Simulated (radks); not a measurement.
Numerical settings for the beryllium ion Be+, [He] 2s1. Calculated with a radial shooting solver on a logarithmic mesh with Libxc functionals: scalar-relativistic Kohn-Sham, LDA (Slater exchange, Perdew-Wang correlation), spin-polarised, spherical densities, point nucleus; open shells are filled with parallel spins first. The defaults (mesh step 0.008 in ln r, mesh end at 40 bohr or more with all orbitals vanishing there, Anderson mixing 0.5 over 9 steps, residual threshold near 1e-9 with the energy settled to 1e-9 hartree or 1e-11 of itself, here a cap of 83 iterations) give E = -14.1175 hartree and 2s at -14.301 eV in 13 iterations. Run on one thread of a shared host, so times are rough (Arm Neoverse N1): 0.07 s of CPU time, 0.07 s wall, 13 iterations on 2476 mesh points. Changes against that run (0 stands for a change within the tolerance of the run):

setting                     iterations  converged  E (mhartree)  e(2s) (meV)  CPU (s)
mesh step in ln r 0.08              13        yes             0     -0.00936     0.02
mesh step in ln r 0.12              83         no     -6.82e+04            -     0.17
mesh step in ln r 0.003             13        yes             0            0     0.18
mesh end (bohr) 20                  13        yes             0            0     0.07
mesh end (bohr) 8                   13        yes       +0.0886        +6.86     0.07
residual threshold 1e-13            17        yes             0            0     0.09
residual threshold 1e-05             8        yes             0      -0.0215     0.05
mixing 2.5                          13        yes             0            0     0.07
linear mixing, mixing 0.05          83         no       +0.0046        -77.3     0.35
linear mixing, mixing 0.2           83         no             0            0     0.31
mixing history 2                    20        yes             0            0     0.09
iteration cap 8                      8         no             0            0     0.04

No run marked as converged misses the energy by more than 1 mhartree. A mesh that ends early acts as a hard wall.
